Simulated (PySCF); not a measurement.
A GIAO shielding run with PySCF (density fitting, non-relativistic, gas phase) on SMILES C(=CC#CC(N)=S)(F)F, C$_{5}$H$_{3}$F$_{2}$NS:

```
{"job": {"kind": "nmr", "xc": "PBE0", "basis": "pcSseg-1"}, "charge": 0, "multiplicity": 1}
N     -2.680132    -0.739544    -0.017049
C     -2.019359     0.427084    -0.122864
S     -2.787187     1.846947    -0.465612
C     -0.627563     0.418591     0.068228
C      0.568223     0.537129     0.214686
C      1.954344     0.641463     0.383908
C      2.723768    -0.406078     0.663209
F      4.036010    -0.348350     0.828105
F      2.302081    -1.652603     0.817145
H     -3.677820    -0.738745    -0.150166
H     -2.203470    -1.600017     0.194558
H      2.412303     1.613437     0.280471
```

Hardware: 1 thread of an Arm Neoverse N1, shared host. The job also computes population analyses, field gradients.

Q: How large is the calculation?

A: 74 electrons, 175 basis functions and 924 auxiliary functions.

Q: How long does it take?

A: 40 s of wall time, with 16 SCF cycles and 5 response iterations. Times on a shared host scatter by some tens of per cent.
